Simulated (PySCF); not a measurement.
Job file and geometry (Å, from GFN2-xTB) of an NMR shielding run on SMILES C=CC[AsH]BC, C4H10AsB, GIAO PBE0/pcSseg-1 NMR shielding, non-relativistic, gas phase in PySCF; density fitting, a coarse starting grid and PySCF grid level 2 are the driver's defaults:

```
{"job": {"kind": "nmr", "xc": "PBE0", "basis": "pcSseg-1"}, "charge": 0, "multiplicity": 1}
C     -2.970593     0.312909     0.931742
C     -2.350102    -0.325981    -0.045984
C     -0.983831    -0.889443     0.056844
As     0.306304     0.174947    -1.079785
B      1.940497    -0.397221    -0.077107
C      2.986708     0.628198     0.484996
H     -3.958458     0.723889     0.811262
H     -2.515141     0.441804     1.900932
H     -2.831014    -0.438809    -1.011555
H     -0.955646    -1.911371    -0.332428
H     -0.643634    -0.900255     1.093501
H      0.126008     1.464747    -0.316651
H      2.128926    -1.545418     0.098674
H      4.010735     0.257323     0.493557
H      2.727646     0.816510     1.530315
H      2.973996     1.597115    -0.014755
```

Question: Write the output of this run.

Answer: 
```
coarse grid: 57952 points
cycle   1  E = -2418.3055654311  dE = -4.557e-01  |g| = 7.744e-01  |ddm| = 3.543e+00
cycle   2  E = -2418.3001965097  dE =  5.369e-03  |g| = 6.433e-01  |ddm| = 7.590e-01
cycle   3  E = -2418.3605368020  dE = -6.034e-02  |g| = 1.156e-01  |ddm| = 5.257e-01
cycle   4  E = -2418.3635400646  dE = -3.003e-03  |g| = 2.849e-02  |ddm| = 1.659e-01
cycle   5  E = -2418.3637925007  dE = -2.524e-04  |g| = 6.972e-03  |ddm| = 4.078e-02
cycle   6  E = -2418.3638034516  dE = -1.095e-05  |g| = 1.808e-03  |ddm| = 6.568e-03
cycle   7  E = -2418.3638041070  dE = -6.554e-07  |g| = 9.348e-04  |ddm| = 2.109e-03
final grid: 122840 points
cycle   8  E = -2418.3638203992  dE =  3.827e-07  |g| = 1.585e-03  |ddm| = 2.561e-03
cycle   9  E = -2418.3638189947  dE =  1.404e-06  |g| = 2.797e-03  |ddm| = 3.405e-03
cycle  10  E = -2418.3638210514  dE = -2.057e-06  |g| = 1.165e-04  |ddm| = 2.208e-03
cycle  11  E = -2418.3638210544  dE = -2.950e-09  |g| = 7.903e-06  |ddm| = 9.583e-05
cycle  12  E = -2418.3638210544  dE = -1.955e-11  |g| = 3.363e-06  |ddm| = 1.351e-05
converged SCF energy = -2418.3638210544

GIAO shielding tensors (ppm)
atom      isotropic    diamagn.    paramagn.     s11        s22        s33       span
  0 C       66.680     253.440    -186.761    -44.419     87.545    156.913    201.332
  1 C       40.965     255.620    -214.655    -82.847     46.761    158.980    241.827
  2 C      158.418     249.347     -90.929    132.680    155.535    187.039     54.359
  3 As    1518.338    2879.523   -1361.185   1357.236   1465.930   1731.849    374.612
  4 B       -6.086     192.745    -198.831   -111.062    -32.134    124.937    235.999
  5 C      166.863     251.779     -84.916    138.367    173.406    188.816     50.449
  6 H       26.562      27.862      -1.300     23.537     25.413     30.734      7.197
  7 H       26.474      31.957      -5.483     22.736     25.678     31.007      8.271
  8 H       25.368      30.247      -4.879     22.671     24.650     28.782      6.111
  9 H       29.175      31.282      -2.106     24.526     27.198     35.803     11.276
 10 H       28.846      33.544      -4.698     23.559     28.448     34.532     10.973
 11 H       28.478      32.967      -4.489     21.603     26.275     37.558     15.956
 12 H       22.075      30.870      -8.795     12.467     25.664     28.095     15.628
 13 H       29.896      27.663       2.233     25.979     27.419     36.290     10.312
 14 H       30.655      30.494       0.161     26.600     29.290     36.076      9.477
 15 H       29.737      31.060      -1.322     25.715     30.876     32.620      6.905
```

Relativistic effects, spin–orbit coupling among them, are left out; they matter for As and for the light atoms bonded to it.

Size and cost of the density-fitted run: 176 basis functions, 25 s wall time on 1 thread of an Arm Neoverse V1, shared host.
